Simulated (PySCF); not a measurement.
C$_{3}$H$_{9}$O$_{2}$Si (SMILES CO[Si](C)(C)[O]), doublet, at a GFN2-xTB geometry, with bond 15-5 at 1.8 times its length; CASSCF(9,7)/STO-3G run with PySCF.

Here is a job for PySCF.
```python
from pyscf import gto, scf, mcscf
import numpy

mol = gto.Mole()
mol.atom = '''
    C     2.36858340   -0.20238536   -0.17099392
    O     1.04835870   -0.26442924   -0.60652506
    Si   -0.29307910    0.10531616    0.25822837
    C    -1.23591537    1.23728990   -1.03380421
    C    -1.39707430   -1.46865526   -0.12208928
    O    -0.24181264    0.58794722    1.70318141
    H     2.42807595    0.16824904    0.85273280
    H     2.80860609   -1.20196691   -0.22024491
    H     2.93094320    0.46198809   -0.83226852
    H    -2.26659058    1.31189792   -0.72227979
    H    -1.15626046    0.82975212   -2.03076220
    H    -0.75725784    2.20423598   -0.97469961
    H    -1.01820508   -2.24999809    0.52098736
    H    -2.41677193   -1.23145590    0.14022727
    H    -1.24999313   -1.98005846   -1.99179696
'''
mol.basis = 'sto-3g'
mol.spin = 1
mol.verbose = 4
mol.build()

mf = scf.ROHF(mol)
mf.kernel()
mc = mcscf.CASSCF(mf, 7, 9)
mc.fix_spin_(ss=0.75)
mc.kernel()
occ = numpy.linalg.eigvalsh(mc.fcisolver.make_rdm1(mc.ci, mc.ncas, mc.nelecas))[::-1]
ss = mc.fcisolver.spin_square(mc.ci, mc.ncas, mc.nelecas)[0]
print('natural occupations', occ.round(4), ' <S^2>', round(ss, 4))
```

Output, abridged:

```
PySCF version 2.14.0

[INPUT] verbose = 4
[INPUT] num. atoms = 15
[INPUT] num. electrons = 57
[INPUT] charge = 0
[INPUT] spin (= nelec alpha-beta = 2S) = 1
[INPUT] symmetry False subgroup None
[INPUT] Mole.unit = angstrom
[INPUT] Symbol           X                Y                Z      unit          X                Y                Z       unit  Magmom
[...]
nuclear repulsion = 320.981143433552
number of shells = 29
number of NR pGTOs = 129
number of NR cGTOs = 43
basis = sto-3g
ecp = {}

******** <class 'pyscf.scf.rohf.ROHF'> ********
method = ROHF
initial guess = minao
damping factor = 0
level_shift factor = 0
DIIS = <class 'pyscf.scf.diis.CDIIS'>
diis_start_cycle = 1
diis_space = 8
diis_damp = 0
SCF conv_tol = 1e-09
SCF conv_tol_grad = None
SCF max_cycles = 50
direct_scf = True
direct_scf_tol = 1e-13
num. doubly occ = 28  num. singly occ = 1
Set gradient conv threshold to 3.16228e-05
init E= -550.882578511622
[...]
cycle= 1 E= -550.108295191005  delta_E= 0.774  |g|= 0.716  |ddm|= 3.19
[...]
cycle= 2 E= -550.064450086645  delta_E= 0.0438  |g|= 1.08  |ddm|= 1.89
[...]
cycle= 3 E= -550.440029302944  delta_E= -0.376  |g|= 0.151  |ddm|= 1.14
[...]
cycle= 4 E= -550.489619748405  delta_E= -0.0496  |g|= 0.201  |ddm|= 0.543
[...]
cycle= 5 E= -550.511040660791  delta_E= -0.0214  |g|= 0.102  |ddm|= 0.252
[...]
cycle= 6 E= -550.514195499265  delta_E= -0.00315  |g|= 0.0318  |ddm|= 0.142
[...]
cycle= 7 E= -550.514940682294  delta_E= -0.000745  |g|= 0.0233  |ddm|= 0.18
[...]
cycle= 8 E= -550.516062619522  delta_E= -0.00112  |g|= 0.00726  |ddm|= 0.099
[...]
cycle= 9 E= -550.516144615976  delta_E= -8.2e-05  |g|= 0.00281  |ddm|= 0.0167
[...]
cycle= 10 E= -550.516160348167  delta_E= -1.57e-05  |g|= 0.00118  |ddm|= 0.0105
[...]
cycle= 11 E= -550.516164915059  delta_E= -4.57e-06  |g|= 0.000854  |ddm|= 0.0047
[...]
cycle= 12 E= -550.516168271598  delta_E= -3.36e-06  |g|= 0.000722  |ddm|= 0.00348
[...]
cycle= 13 E= -550.516173710265  delta_E= -5.44e-06  |g|= 0.000667  |ddm|= 0.00597
[...]
cycle= 14 E= -550.516178139216  delta_E= -4.43e-06  |g|= 0.000644  |ddm|= 0.00518
[...]
cycle= 15 E= -550.51618925847  delta_E= -1.11e-05  |g|= 0.000579  |ddm|= 0.0141
[...]
cycle= 16 E= -550.51620066011  delta_E= -1.14e-05  |g|= 0.00052  |ddm|= 0.0163
[...]
cycle= 17 E= -550.516222800474  delta_E= -2.21e-05  |g|= 0.000371  |ddm|= 0.0436
[...]
cycle= 18 E= -550.516231967795  delta_E= -9.17e-06  |g|= 0.000305  |ddm|= 0.0374
[...]
cycle= 19 E= -550.51623233365  delta_E= -3.66e-07  |g|= 0.00013  |ddm|= 0.00202
[...]
cycle= 20 E= -550.516233191247  delta_E= -8.58e-07  |g|= 0.000164  |ddm|= 0.0126
[...]
cycle= 21 E= -550.51623329605  delta_E= -1.05e-07  |g|= 6.3e-05  |ddm|= 0.0043
[...]
cycle= 22 E= -550.516233301457  delta_E= -5.41e-09  |g|= 2.58e-05  |ddm|= 0.000377
[...]
cycle= 23 E= -550.516233303286  delta_E= -1.83e-09  |g|= 5.86e-06  |ddm|= 0.000522
[...]
cycle= 24 E= -550.516233303346  delta_E= -6e-11  |g|= 1.45e-06  |ddm|= 1.96e-05
[...]
Extra cycle  E= -550.516233303347  delta_E= -1.14e-12  |g|= 1.55e-06  |ddm|= 7.4e-06
converged SCF energy = -550.516233303347

******** <class 'pyscf.mcscf.mc1step.CASSCF'> ********
CAS (5e+4e, 7o), ncore = 24, nvir = 12
max_cycle_macro = 50
max_cycle_micro = 4
conv_tol = 1e-07
conv_tol_grad = None
orbital rotation max_stepsize = 0.02
orbital rotation threshold for CI restart = 0.01
augmented hessian ah_max_cycle = 30
augmented hessian ah_conv_tol = 1e-12
augmented hessian ah_linear dependence = 1e-14
augmented hessian ah_level shift = 1e-08
augmented hessian ah_start_tol = 2.5
augmented hessian ah_start_cycle = 3
augmented hessian ah_grad_trust_region = 3
kf_trust_region = 3
kf_interval = 4
ci_response_space = 4
ci_grad_trust_region = 3
with_dep4 0
natorb = False
canonicalization = True
sorting_mo_energy = False
ao2mo_level = 2
internal_rotation = False
******** <class 'pyscf.fci.addons.SpinPenaltyFCISolver'> ********
max. cycles = 50
conv_tol = 1e-08
davidson only = True
linear dependence = 1e-12
level shift = 0.001
max iter space = 12
nroots = 1
pspace_size = 400
spin = None
CASCI E = -550.595627685195  S^2 = 0.7500000
Set conv_tol_grad to 0.000316228
macro iter   1 ( 21 JK    4 micro), CASSCF E = -550.607068031870  dE = -1.14403467e-02  S^2 = 0.7500000
               |grad[o]|=0.0461  |grad[c]|=0.0482  |ddm|=0.072  |maxRot[o]|=0.216
macro iter   2 ( 21 JK    4 micro), CASSCF E = -550.612146489364  dE = -5.07845749e-03  S^2 = 0.7500000
               |grad[o]|=0.024  |grad[c]|=0.0153  |ddm|=0.0402  |maxRot[o]|=0.236
macro iter   3 ( 21 JK    4 micro), CASSCF E = -550.614018518618  dE = -1.87202925e-03  S^2 = 0.7500000
               |grad[o]|=0.0181  |grad[c]|=0.0132  |ddm|=0.00635  |maxRot[o]|= 0.12
macro iter   4 ( 15 JK    4 micro), CASSCF E = -550.614139118652  dE = -1.20600035e-04  S^2 = 0.7500000
               |grad[o]|=0.00641  |grad[c]|=0.00264  |ddm|=0.00575  |maxRot[o]|=  0.1
macro iter   5 (  7 JK    2 micro), CASSCF E = -550.614196111712  dE = -5.69930594e-05  S^2 = 0.7500000
               |grad[o]|=0.00235  |grad[c]|=0.00416  |ddm|=0.00184  |maxRot[o]|=0.0697
macro iter   6 (  7 JK    2 micro), CASSCF E = -550.614245940569  dE = -4.98288573e-05  S^2 = 0.7500000
               |grad[o]|=0.00187  |grad[c]|=0.00952  |ddm|=0.00122  |maxRot[o]|=0.0698
macro iter   7 ( 17 JK    4 micro), CASSCF E = -550.614279889808  dE = -3.39492389e-05  S^2 = 0.7500000
               |grad[o]|=0.00167  |grad[c]|=0.0137  |ddm|=0.00102  |maxRot[o]|=0.107
macro iter   8 (  7 JK    2 micro), CASSCF E = -550.614304664951  dE = -2.47751429e-05  S^2 = 0.7500000
               |grad[o]|=0.00137  |grad[c]|=0.00283  |ddm|=0.000369  |maxRot[o]|=0.0699
macro iter   9 (  7 JK    2 micro), CASSCF E = -550.614333748169  dE = -2.90832178e-05  S^2 = 0.7500000
               |grad[o]|=0.00137  |grad[c]|=0.00303  |ddm|=0.000529  |maxRot[o]|=0.0699
macro iter  10 (  7 JK    2 micro), CASSCF E = -550.614372634605  dE = -3.88864365e-05  S^2 = 0.7500000
[...]
macro iter  22 (  7 JK    2 micro), CASSCF E = -550.615385501382  dE = -7.07138952e-05  S^2 = 0.7500000
               |grad[o]|=0.00103  |grad[c]|=0.00451  |ddm|=0.00205  |maxRot[o]|=0.0699
macro iter  23 (  7 JK    2 micro), CASSCF E = -550.615449034765  dE = -6.35333832e-05  S^2 = 0.7500000
               |grad[o]|=0.000961  |grad[c]|=0.00297  |ddm|=0.00161  |maxRot[o]|=0.0699
macro iter  24 (  7 JK    2 micro), CASSCF E = -550.615511330111  dE = -6.22953455e-05  S^2 = 0.7500000
               |grad[o]|=0.000913  |grad[c]|=0.00192  |ddm|=0.0015  |maxRot[o]|=0.0699
macro iter  25 (  7 JK    2 micro), CASSCF E = -550.615571756072  dE = -6.04259607e-05  S^2 = 0.7500000
               |grad[o]|=0.000892  |grad[c]|=0.000833  |ddm|=0.00141  |maxRot[o]|=0.0699
macro iter  26 (  7 JK    2 micro), CASSCF E = -550.615629182245  dE = -5.74261730e-05  S^2 = 0.7500000
               |grad[o]|=0.000845  |grad[c]|=0.000702  |ddm|=0.00133  |maxRot[o]|=0.0699
macro iter  27 (  7 JK    2 micro), CASSCF E = -550.615682463927  dE = -5.32816819e-05  S^2 = 0.7500000
               |grad[o]|=0.000798  |grad[c]|=0.00161  |ddm|=0.00138  |maxRot[o]|=0.0699
macro iter  28 (  7 JK    2 micro), CASSCF E = -550.615731566969  dE = -4.91030423e-05  S^2 = 0.7500000
               |grad[o]|=0.000765  |grad[c]|=0.00237  |ddm|=0.00147  |maxRot[o]|=0.0699
macro iter  29 (  7 JK    2 micro), CASSCF E = -550.615776416061  dE = -4.48490922e-05  S^2 = 0.7500000
               |grad[o]|=0.00073  |grad[c]|=0.00271  |ddm|=0.00155  |maxRot[o]|=0.0699
macro iter  30 (  7 JK    2 micro), CASSCF E = -550.615817998357  dE = -4.15822957e-05  S^2 = 0.7500000
               |grad[o]|=0.00073  |grad[c]|=0.00264  |ddm|=0.00164  |maxRot[o]|=0.0699
macro iter  31 (  7 JK    2 micro), CASSCF E = -550.615856368804  dE = -3.83704468e-05  S^2 = 0.7500000
               |grad[o]|=0.000695  |grad[c]|=0.00206  |ddm|=0.00168  |maxRot[o]|=0.0699
macro iter  32 (  7 JK    2 micro), CASSCF E = -550.615892231477  dE = -3.58626730e-05  S^2 = 0.7500000
               |grad[o]|=0.000695  |grad[c]|=0.00114  |ddm|=0.0017  |maxRot[o]|=0.0699
macro iter  33 (  7 JK    2 micro), CASSCF E = -550.615924917504  dE = -3.26860273e-05  S^2 = 0.7500000
               |grad[o]|=0.000638  |grad[c]|=0.000449  |ddm|=0.0017  |maxRot[o]|=0.0699
macro iter  34 (  7 JK    2 micro), CASSCF E = -550.615954187066  dE = -2.92695618e-05  S^2 = 0.7500000
               |grad[o]|=0.000621  |grad[c]|=0.00162  |ddm|=0.00172  |maxRot[o]|=0.0699
macro iter  35 (  7 JK    2 micro), CASSCF E = -550.615978559676  dE = -2.43726099e-05  S^2 = 0.7500000
               |grad[o]|=0.00053  |grad[c]|=0.00295  |ddm|=0.00185  |maxRot[o]|=0.0699
macro iter  36 (  7 JK    2 micro), CASSCF E = -550.615997565009  dE = -1.90053332e-05  S^2 = 0.7500000
               |grad[o]|=0.000548  |grad[c]|=0.00401  |ddm|=0.00215  |maxRot[o]|=0.0696
macro iter  37 ( 17 JK    4 micro), CASSCF E = -550.615959638061  dE =  3.79269482e-05  S^2 = 0.7500000
               |grad[o]|=0.000542  |grad[c]|=0.0143  |ddm|=0.00155  |maxRot[o]|=0.109
macro iter  38 ( 21 JK    4 micro), CASSCF E = -550.615979689690  dE = -2.00516291e-05  S^2 = 0.7500000
               |grad[o]|=0.000955  |grad[c]|=0.00139  |ddm|=0.00117  |maxRot[o]|=0.0259
macro iter  39 (  7 JK    2 micro), CASSCF E = -550.615994146205  dE = -1.44565155e-05  S^2 = 0.7500000
               |grad[o]|=0.00053  |grad[c]|=0.000985  |ddm|=0.000719  |maxRot[o]|=0.0383
macro iter  40 (  7 JK    2 micro), CASSCF E = -550.616005959997  dE = -1.18137922e-05  S^2 = 0.7500000
               |grad[o]|=0.000411  |grad[c]|=0.00201  |ddm|=0.00122  |maxRot[o]|=0.0518
macro iter  41 (  7 JK    2 micro), CASSCF E = -550.616013175638  dE = -7.21564015e-06  S^2 = 0.7500000
               |grad[o]|=0.000374  |grad[c]|=0.00173  |ddm|=0.00138  |maxRot[o]|=0.0443
macro iter  42 (  7 JK    2 micro), CASSCF E = -550.616026338384  dE = -1.31627464e-05  S^2 = 0.7500000
               |grad[o]|=0.000508  |grad[c]|=0.000858  |ddm|=0.00175  |maxRot[o]|=0.0343
macro iter  43 ( 17 JK    4 micro), CASSCF E = -550.615931966445  dE =  9.43719385e-05  S^2 = 0.7500000
               |grad[o]|=0.000646  |grad[c]|=0.00912  |ddm|=0.00938  |maxRot[o]|=0.104
macro iter  44 ( 21 JK    4 micro), CASSCF E = -550.615944790765  dE = -1.28243196e-05  S^2 = 0.7500000
               |grad[o]|=0.00101  |grad[c]|=0.0012  |ddm|=0.000555  |maxRot[o]|=0.013
macro iter  45 (  7 JK    2 micro), CASSCF E = -550.615984360485  dE = -3.95697197e-05  S^2 = 0.7500000
               |grad[o]|=0.000629  |grad[c]|=0.000985  |ddm|=0.00125  |maxRot[o]|=0.0376
macro iter  46 (  7 JK    2 micro), CASSCF E = -550.616011040441  dE = -2.66799566e-05  S^2 = 0.7500000
               |grad[o]|=0.000365  |grad[c]|=0.00132  |ddm|=0.00197  |maxRot[o]|=0.0512
macro iter  47 (  7 JK    2 micro), CASSCF E = -550.616022579964  dE = -1.15395222e-05  S^2 = 0.7500000
               |grad[o]|=0.000438  |grad[c]|=0.000733  |ddm|=0.00172  |maxRot[o]|=0.034
macro iter  48 ( 17 JK    4 micro), CASSCF E = -550.615810658221  dE =  2.11921743e-04  S^2 = 0.7500000
               |grad[o]|=0.000418  |grad[c]|=0.0227  |ddm|=0.00323  |maxRot[o]|=0.0903
macro iter  49 ( 21 JK    4 micro), CASSCF E = -550.615820948653  dE = -1.02904316e-05  S^2 = 0.7500000
               |grad[o]|=0.00189  |grad[c]|=0.00145  |ddm|=0.000923  |maxRot[o]|=0.0105
macro iter  50 (  7 JK    2 micro), CASSCF E = -550.615943152129  dE = -1.22203476e-04  S^2 = 0.7500000
               |grad[o]|=0.0011  |grad[c]|=0.000646  |ddm|=0.00176  |maxRot[o]|=0.0368
1-step CASSCF not converged,  50 macro (482 JK 122 micro) steps
CASSCF canonicalization
Density matrix diagonal elements [1.9914008  1.97963781 1.8330358  1.9067497  1.0015767  0.26636948
 0.0212297 ]
CASSCF energy = -550.615943152129
CASCI E = -550.615943152129  E(CI) = -14.7226850870666  S^2 = 0.7500000
natural occupations [1.9985 1.9973 1.9827 1.7335 1.001  0.2668 0.0202]  <S^2> 0.75
```

The run did not converge; its last values are not results.
